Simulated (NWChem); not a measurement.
# CH₅AlSe; SMILES [CH3][AlH][SeH]

```xyz
8

Al    -0.6118    -1.1079     0.0000
H     -2.1817    -1.3484     0.0000
C      0.7197    -2.5480     0.0000
H      0.5931    -3.1923    -0.8802
H      0.5931    -3.1923     0.8802
H      1.7524    -2.1827     0.0000
Se     0.1217     1.1162     0.0000
H     -1.2585     1.6551     0.0000
```
Atoms are numbered in this order, from 1.

Structure relaxed at the B3LYP/6-31G* (spherical d) level.

Symmetry labels are those of Cs in the frame above (b1 and b2, or b-type labels, depend on it).

**Question.** List the 4 lowest vertical singlet excitations from BHandHLYP/6-31G* (spherical d), TDA (NWChem).

**Answer.** 
| state | energy (eV) | oscillator strength | symmetry | leading excitation (squared amplitude) |
|---|---|---|---|---|
| S1 | 5.65 | 0.094 | a' | HOMO → LUMO (0.93) |
| S2 | 5.98 | 0.002 | a" | HOMO−1 → LUMO (0.76) |
| S3 | 6.17 | 0.002 | a" | HOMO−2 → LUMO (0.34) |
| S4 | 6.21 | 0.000 | a" | HOMO−2 → LUMO (0.62) |
